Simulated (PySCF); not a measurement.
Geometry (Å), atoms numbered from 1 in this order:
```xyz
9

Si   -0.138    0.308   -1.162
C    -0.169    0.335    0.687
C     0.328   -0.656    1.433
H    -0.609    1.215    1.172
H     0.775   -1.552    0.988
H     0.312   -0.617    2.527
Cl    1.789    0.307   -1.867
Cl   -1.100    1.962   -1.897
Cl   -1.054   -1.372   -1.907
```

No relativistic terms, one conformer, in vacuum, equivalent nuclei averaged. PBE0-D3(BJ)/def2-SVP geometry; GIAO KT2/pcSseg-1 shieldings; PySCF.

δ = σ(ref) − σ, references computed at the same level: 13C (σ = 183.22 ppm), 1H (σ = 31.18 ppm), 29Si (σ = 361.05 ppm) against TMS; 35Cl (σ = 942.74 ppm) vs HCl.

```csv
atoms,nucleus,count,δ (ppm)
C3,13C,1,138.7
Cl7/Cl8/Cl9,35Cl,3,?
C2,13C,1,134.9
H4,1H,1,?
H5/H6,1H,2,6.25
Si1,29Si,1,20.5
```

Estimate the values marked ?.

Results:


- H4: 6.14 ppm, hydrogen on a carbon bonded to C, Si
- Cl7/Cl8/Cl9: 174 ppm, chlorine bonded to Si

Shifts are as computed. Against solution values, carbons near 30 ppm lie about +2 ppm off and those near 130 ppm about -5 ppm. Of 1211 compounds with measured shifts, 218 miss one by over three times the rms of a fit or turn the order of signals round; such compounds aren't used in these exercises. The averaged Cl atoms aren't alike in the static structure (σ from 757 to 784 ppm); the average presumes fast exchange among these sites.
